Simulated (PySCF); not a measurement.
**How methods differ on the ionisation energy of Ga⁺**

Ga⁺ [Ar] 3d10 4s2 (1S) → Ga²⁺ [Ar] 3d10 4s1 (2S), as a difference of total energies. All numbers are calculated (PySCF 2.14, the spin-free X2C one-electron Hamiltonian (Gaussian nucleus), in ANO-RCC-VTZP (6s5p3d1f, 43 functions)). Correlated levels: valence: [Ar] 3d10 frozen; valence and next inner shell: [Ne] frozen. The calculations carry no spin-orbit coupling.

Problem. Order these methods by the ionisation energy they give, lowest first.
A. SCS-MP2 (valence)
B. r2SCAN
C. SCS-MP2 (valence and next inner shell)
D. LDA

Solution. A (19.575 eV), C (20.175 eV), B (20.538 eV), D (21.191 eV).

Errors of the correlated levels include the incompleteness of this basis and the frozen core.

MP2 underrates the near-degeneracy of ns² with np² in the lower species.

For comparison: 20.515 eV (measured; NIST Atomic Spectra Database, ionization energies).
